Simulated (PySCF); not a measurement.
# A survey of ²⁹Si NMR shifts

Theoretical values (PySCF 2.14.0 with density-fitted response routines): structure optimised with GFN2-xTB, NMR shieldings at PBE0/pcSseg-1/GIAO. Gas phase, non-relativistic Hamiltonian, averaged over atoms made equivalent by symmetry, fast rotation or ring inversion, a single conformation.

Shieldings were converted by a linear fit to measured shifts: ²⁹Si (scatter 8.9 ppm rms, 25.8 ppm with the 6 outliers that the fit left out vs TMS, solution or neat liquid). Occasional misses reach two or three times the rms, and more in compound classes unlike the fitted ones.

Task: Give the ²⁹Si shifts of `CCO[Si@@H](N)[SiH3]`, `CO[C@H]([SiH3])[SiH2]N`, `[SiH3]N([SiH3])[SiH2]C(Cl)(Cl)Cl`, `N#CC/C(F)=C/[SiH3]`, `CCO[SiH2]N[SiH3]`, `C[Si@](N)(P)CC[SiH3]`, `[SiH3][SiH2][SiH]([SiH3])[SiH3]`.

Result: 
| compound | environment | δ (ppm) |
| --- | --- | --- |
| [CH3:1][CH2:2][O:3][Si@@H:4]([NH2:5])[SiH3:6] | Si4: silicon bonded to N, O, Si, H | -16.9 |
| [CH3:1][CH2:2][O:3][Si@@H:4]([NH2:5])[SiH3:6] | Si6: silicon bonded to Si, 3 H | -109.5 |
| [CH3:1][O:2][C@H:3]([SiH3:4])[SiH2:5][NH2:6] | Si5: silicon bonded to C, N, 2 H | -36.6 |
| [CH3:1][O:2][C@H:3]([SiH3:4])[SiH2:5][NH2:6] | Si4: silicon bonded to C, 3 H | -80.5 |
| [SiH3:1][N:2]([SiH3:3])[SiH2:4][C:5]([Cl:6])([Cl:7])[Cl:8] | Si4: silicon bonded to C, N, 2 H | -22.1 |
| [SiH3:1][N:2]([SiH3:3])[SiH2:4][C:5]([Cl:6])([Cl:7])[Cl:8] | Si1/3: silicon bonded to N, 3 H (×2) | -42.5 |
| N#CC/C(F)=C/[SiH3] | silicon bonded to C, 3 H | -79.2 |
| [CH3:1][CH2:2][O:3][SiH2:4][NH:5][SiH3:6] | Si4: silicon bonded to N, O, 2 H | -29.7 |
| [CH3:1][CH2:2][O:3][SiH2:4][NH:5][SiH3:6] | Si6: silicon bonded to N, 3 H | -56.8 |
| [CH3:1][Si@:2]([NH2:3])([PH2:4])[CH2:5][CH2:6][SiH3:7] | Si2: silicon bonded to 2 C, N, P | 4.5 |
| [CH3:1][Si@:2]([NH2:3])([PH2:4])[CH2:5][CH2:6][SiH3:7] | Si7: silicon bonded to C, 3 H | -61.5 |
| [SiH3:1][SiH2:2][SiH:3]([SiH3:4])[SiH3:5] | Si4/5: silicon bonded to Si, 3 H (×2) | -97.5 |
| [SiH3:1][SiH2:2][SiH:3]([SiH3:4])[SiH3:5] | Si1: silicon bonded to Si, 3 H | -102.1 |
| [SiH3:1][SiH2:2][SiH:3]([SiH3:4])[SiH3:5] | Si2: silicon bonded to 2 Si, 2 H | -109.7 |
| [SiH3:1][SiH2:2][SiH:3]([SiH3:4])[SiH3:5] | Si3: silicon bonded to 3 Si, H | -127.0 |

Task: Order these by ²⁹Si shift, lowest first.
A. N#C[Si@@H]1C[C@@H]1CF
B. N#C/C=C\[C@H](F)[SiH3]
C. N#C[SiH2]/C=C\CF

Result: A (-125.0 ppm, silicon bonded to 3 C, H, in a 3-membered ring), C (-72.2 ppm, silicon bonded to 2 C, 2 H), B (-63.4 ppm, silicon bonded to C, 3 H).
